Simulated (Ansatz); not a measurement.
`[GeH3][SiH]1CO1` and `Br[SiH]1CO1` differ in one atom or group.

Ansatz, PBE0-D4/def2-TZVP geometries, multiplicity 1. 

Scalar relativity is left out up to krypton.

```tsv
property	`[GeH3][SiH]1CO1`
HOMO energy (ωB97M-V/def2-TZVPP) / eV	-9.72
HOMO–LUMO gap (ωB97M-V/def2-TZVPP) / eV	10.67
LUMO energy (B3LYP/def2-TZVPP) / eV	-1.04
HOMO energy (B3LYP/def2-TZVPP) / eV	-7.31
LUMO energy (ωB97M-V/def2-TZVPP) / eV	0.94
HOMO energy (PBE/def2-TZVPP) / eV	-6.32
```

**Question.** What does the change do to each property? (Estimate.)

**Answer.** The calculation gave: 
```tsv
property	`Br[SiH]1CO1`	shift
HOMO energy (ωB97M-V/def2-TZVPP) / eV	-10.05	-0.33
HOMO–LUMO gap (ωB97M-V/def2-TZVPP) / eV	11.37	0.70
LUMO energy (B3LYP/def2-TZVPP) / eV	-0.69	0.35
HOMO energy (B3LYP/def2-TZVPP) / eV	-7.61	-0.30
LUMO energy (ωB97M-V/def2-TZVPP) / eV	1.32	0.38
HOMO energy (PBE/def2-TZVPP) / eV	-6.55	-0.23
```

With PBE0 the HOMO falls by 0.30 eV and the LUMO rises by 0.38 eV, so the gap widens by about 0.68 eV. PBE moves the HOMO by -0.23 eV and ωB97M-V by -0.33 eV.

B3LYP here is the variant with VWN-RPA as its local correlation; programs differ in this.

Spin–orbit coupling is left out; it splits and shifts lone-pair levels of the heavy atoms by tenths of an eV.
